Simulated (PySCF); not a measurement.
## Arsenic: a sound run and one with changed settings

Sound run: As⁺ [Ar] 3d10 4s2 4p2, As²⁺ [Ar] 3d10 4s2 4p1. Computed with PySCF 2.14 in x2c-TZVPall (6s5p4d1f, 48 functions), with scalar relativity by spin-free X2C-1e. The sound run starts from symmetry-adapted Hartree-Fock orbitals and uses a fine grid where one is needed.

Changed run: 26 angular points. This setting is unsound on purpose.

```csv
species,method,sound run (hartree),changed run (hartree),converged
As⁺,UHF,-2258.66337,-2258.66337,yes
As⁺,r2SCAN,-2260.31376,-2260.31440,yes
As⁺,B3LYP,-2260.38296,-2260.38300,yes
As²⁺,UHF,-2258.00411,-2258.00411,yes
As²⁺,r2SCAN,-2259.62711,-2259.62838,yes
As²⁺,B3LYP,-2259.70312,-2259.70318,yes
```

Ionisation energy of As⁺:

```csv
method,sound run (eV),changed run (eV)
UHF,17.939,17.939
r2SCAN,18.685,18.667
B3LYP,18.499,18.499
```

A coarse angular grid integrates products of high-l functions wrongly, so density functionals can shift, and the SCF can exploit the error; Hartree-Fock and MP2 need no grid.

For comparison, NIST gives 18.589 eV between the lowest levels.
